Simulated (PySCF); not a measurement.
**Dipole response of Co⁺ (cobalt, charge +1)**

[Ar] 3d7 4s1, high-spin 5F determinant (an excited configuration). All numbers are calculated (PySCF 2.14, no relativity, point nucleus, in aug-cc-pVQZ (9s8p6d4f3g2h, 140 functions)). Coupled (time-dependent) response in atomic units; α is the mean over directions.

```tsv
method	mean α (bohr³)	C₆ (like pair)	S(−4)
PBE	23.27	111.6	436.7
```

S(−4) is the Cauchy moment in α(ω) = α(0) + S(−4) ω² + …

α(iu) at PBE:

```
u (hartree)  α(iu) (bohr³)
          0          23.27
     0.0500          22.24
      0.100          19.71
      0.200          14.00
      0.300          9.989
      0.500          5.926
      0.750          3.813
       1.00          2.783
       1.50          1.774
       2.00          1.272
       3.00         0.7687
       5.00         0.3788
```

A single London oscillator, α(iu) = α/(1 + u²/ω²), gives C₆ = (3/4) ω α². Matching the computed C₆ needs ω = 4 × 111.6 / (3 × 23.27²) = 0.275 hartree.

For an ion, C₆ is the dispersion term alone; charge-induced terms of lower order in 1/R come first.
